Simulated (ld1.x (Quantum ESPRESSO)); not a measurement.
# Varying the TM potential for Ca

Base potential:

ld1.x (Quantum ESPRESSO) 7.5 input, shortened:

```
&input
   title='Ca', zed=20., rel=2, dft='PBE', iswitch=3,
   config='[Ar] 3d0 4s2 4p0', rel_dist='average'
 /
 &inputp
   pseudotype=2, tm=.true., lloc=-2, rcloc=1.10,
   nlcc=.false.
 /
3
4S  1  0   2.00   0.00  3.40  3.40  0.0
3P  2  1   6.00   0.00  1.30  1.30  0.0
3D  3  2   0.00   0.00  2.20  2.20  0.0
 &test
   configts(1)='3p6 3d0 4s2 4p0'
 /
```

Open shells are filled in proportion to 2j + 1 (rel_dist='average').

All-electron outer shells of the reference configuration (PBE, scalar-relativistic, ld1.x):

| shell | level (eV) | outermost node (bohr) | outermost maximum (bohr) |
| --- | --- | --- | --- |
| 2p | -334.74 | – | 0.25 |
| 3s | -47.09 | 0.45 | 0.99 |
| 3p | -28.01 | 0.42 | 1.04 |
| 4s | -3.77 | 1.43 | 3.42 |
| 3d | -1.95 | – | 1.27 |
| 4p | -1.40 | 1.63 | 4.39 |

Cutoffs, loose and tight: the cutoffs (Ry, on a coarse ladder) from which the occupation-weighted sum of valence levels, in a spherical-Bessel basis at the reference potential, stays within 10 and 1 mRy of its value at 400 Ry. They do not see the model core or the augmentation charge, which bear on the density cutoff. Test errors are all-electron minus pseudo excitation energies from the reference, over the configurations 3p6 3d0 4s1 4p0; 3p6 3d0 4s0 4p0; 3p6 3d0 4s1.5 4p0; 3p5 3d0 4s2 4p0; 3p6 3d1 4s0 4p0; 3p6 3d1 4s1 4p0; 3p6 3d0 4s0 4p1. A dash means not determined; rows that change the core or the reference have their own tests. The largest error is taken over the tests solved by every variant that gives reliable tests at all: 3p6 3d0 4s0 4p0; 3p6 3d0 4s0 4p1; 3p6 3d0 4s1 4p0; 3p6 3d0 4s1.5 4p0; 3p6 3d1 4s0 4p0; 3p6 3d1 4s1 4p0.

A true bound ghost makes a file unfit for plane-wave use even where its test errors are small: the radial tests pick states by their node count and pass the ghost by. Where a test does run into it, the solver fails or the error is huge.

| change | outcome | cutoff, loose | cutoff, tight | bound ghosts | largest test error (meV) |
| --- | --- | --- | --- | --- | --- |
| base | generated | 55 Ry | 70 Ry | s | +45 |
| wave 3d (bound): rc 2.20 bohr becomes 3d (bound): rc 1.42 bohr | generated | 55 Ry | 70 Ry | s | -69 |
| wave 3d (bound): rc 2.20 bohr becomes 3d (bound): rc 1.70 bohr | generated | 55 Ry | 70 Ry | s | -64 |
| wave 3d (bound): rc 2.20 bohr becomes 3d (bound): rc 2.40 bohr | generated | 55 Ry | 70 Ry | s | +45 |
| wave 3d (bound): rc 2.20 bohr becomes 3d (bound): rc 2.60 bohr | generated | 55 Ry | 70 Ry | s | +45 |

Task: What comes out with this change to the base: wave 3d (bound): rc 2.20 bohr becomes 3d (bound): rc 2.06 bohr?

Result: outcome: generated; cutoff, loose: 55 Ry; cutoff, tight: 70 Ry; bound ghosts: s; largest test error (meV): -48.

Task: What comes out with this change to the base: wave 3d (bound): rc 2.20 bohr becomes 3d (bound): rc 3.18 bohr?

Result: outcome: generated; cutoff, loose: 55 Ry; cutoff, tight: 70 Ry; bound ghosts: s; largest test error (meV): +89.

Task: What comes out with this change to the base: wave 3d (bound): rc 2.20 bohr becomes 3d (bound): rc 3.02 bohr?

Result: outcome: generated; cutoff, loose: 55 Ry; cutoff, tight: 70 Ry; bound ghosts: s; largest test error (meV): +64.

Reading the sweep of the d radius (base included, trends over the rows without a ghost): Bound ghosts are found at 1.42, 1.7, 2.06, 2.2, 2.4, 2.6, 3.02, 3.18 bohr. Every judged row has one, so this setting neither creates nor removes them.
